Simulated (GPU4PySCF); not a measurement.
From computed data to an observable: oscillator strength and radiative lifetime

benzodifurandione dimer (PBFDO unit) (C20H8O8), SMILES O=C1Cc2cc3c(cc2O1)/C(=C1\C(=O)Oc2cc4c(cc21)OC(=O)C4)C(=O)O3.

The structure is a stationary point at r2SCAN-D4/def2-SVP. One conformer was computed; it need not be the lowest.

GPU4PySCF with TDA-PBE/def2-SVPD puts the first singlet state with f over 0.02 at 1.97 eV (vertical), with the transition dipole (0.871, -1.330, 0.000) in atomic units.

### Question
Find the oscillator strength, the wavelength and the radiative lifetime that this transition would have in vacuum if emission retraced absorption.

### Answer

|μ|² = 2.5275 au, so |μ| = 4.04 D. ΔE = 1.97/27.211 = 0.0724 hartree. f = (2/3) ΔE |μ|² = 0.122 (the program prints 0.122).
λ = 1239.84/1.97 = 629 nm; ν = 15889 cm⁻¹.
Einstein's coefficient A = 0.6670 ν² f s⁻¹ (ν in cm⁻¹) = 2.1e7 s⁻¹, so τ = 1/A = 49 ns. This state is S2; the lower singlet has f = 0.000. The figure is the radiative limit of this one transition; relaxation, internal conversion, crossing to triplets and a medium change what is measured.
